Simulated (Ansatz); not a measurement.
Cartesian coordinates in Å:
```
Cl 1.065 2.233 -0.697
Si 1.637 0.488 0.200
S 0.090 -0.362 1.407
Si -1.485 -0.596 0.021
Cl -2.705 -2.033 0.769
Cl -2.560 1.110 -0.199
Cl -0.820 -1.162 -1.814
H 2.715 0.770 1.171
H 2.064 -0.448 -0.856
```

Charge 0, multiplicity 1.

(1) List the PBE/def2-TZVPP orbital energies in eV (Ansatz). (Estimate.)

Results:

(1) The calculation gave: Occupied: -2739.63, -2739.57, -2739.50, -2739.34, -2396.34, -1782.93, -1781.44, -250.22, -250.16, -250.09, -249.92, -209.34, -190.91, -190.85, -190.78, -190.75, -190.74, -190.68, -190.68, -190.61, -190.61, -190.61, -190.45, -190.44, -155.46, -155.40, -155.29, -140.33, -139.04, -97.09, -97.09, -97.06, -95.83, -95.78, -95.72, -21.93, -21.00, -20.94, -20.86, -18.69, -13.94, -13.05, -10.99, -10.86, -10.72, -10.09, -9.69, -9.35, -8.97, -8.91, -8.44, -8.37, -8.24, -8.00, -7.93, -7.90, -7.07. Lowest empty: -1.70, -1.36, -1.14, -0.82, -0.37, -0.05, 0.50, 1.06.
